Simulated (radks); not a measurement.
Spherical quantum dot in the effective-mass picture: electrons in a well V = -V0 / (1 + exp((r - R)/a)) with V0 = 11.4, R = 5.16, a = 0.46, all in effective atomic units (hartree* = m*/eps^2 hartree, bohr* = eps/m* bohr), one dielectric constant everywhere. Method: non-relativistic Kohn-Sham, r2SCAN, spin-polarised, spherical densities, generalised Kohn-Sham scheme; computed with a radial shooting solver with Libxc functionals. Levels are named by radial order and angular momentum (1s, 1p, 1d, 2s, ...), and open shells are averaged over m. Results are scaled to m* = 0.304 and eps = 7.5, for which hartree* = 147.1 meV and bohr* = 1.306 nm.

N = 4, configuration 1s2 1p(up 2, down 0). This is the lowest configuration that the search found. Occupied and some empty levels:

| level | occupation | eigenvalue (meV) | <r> (nm) |
|---|---|---|---|
| 1s up | 1 | -1473.4 | 3.261 |
| 1s down | 1 | -1462.7 | 3.137 |
| 1p up | 2 | -1441.5 | 3.627 |
| 1p down | 0 | -1428.5 | 3.608 |
| 1d up | 0 | -1395.0 | 3.910 |
| 1d down | 0 | -1382.3 | 3.909 |
| 2s down | 0 | -1352.6 | 2.963 |
| 2s up | 0 | -1351.5 | 2.982 |
| 1f up | 0 | -1336.9 | 4.138 |
| 1f down | 0 | -1325.2 | 4.140 |

Energy (meV): total -6174.41, kinetic 186.64, external -6618.7, Hartree 403.79, exchange-correlation -146.09.

Electron density:

| r (nm) | n(r) (e/nm^3) |
|---|---|
| 0.142 | 0.008683 |
| 0.500 | 0.008934 |
| 0.858 | 0.009482 |
| 1.22 | 0.01023 |
| 1.57 | 0.01110 |
| 1.93 | 0.01190 |
| 2.29 | 0.01242 |
| 2.65 | 0.01247 |
| 3.01 | 0.01188 |
| 3.36 | 0.01058 |
| 3.72 | 0.008657 |
| 4.08 | 0.006407 |
| 4.44 | 0.004200 |
| 4.80 | 0.002380 |
| 5.15 | 0.001132 |
| 5.51 | 0.0004355 |
| 5.87 | 0.0001321 |
| 6.23 | 0.00003076 |
| 6.59 | 5.466e-06 |
| 6.94 | 7.503e-07 |
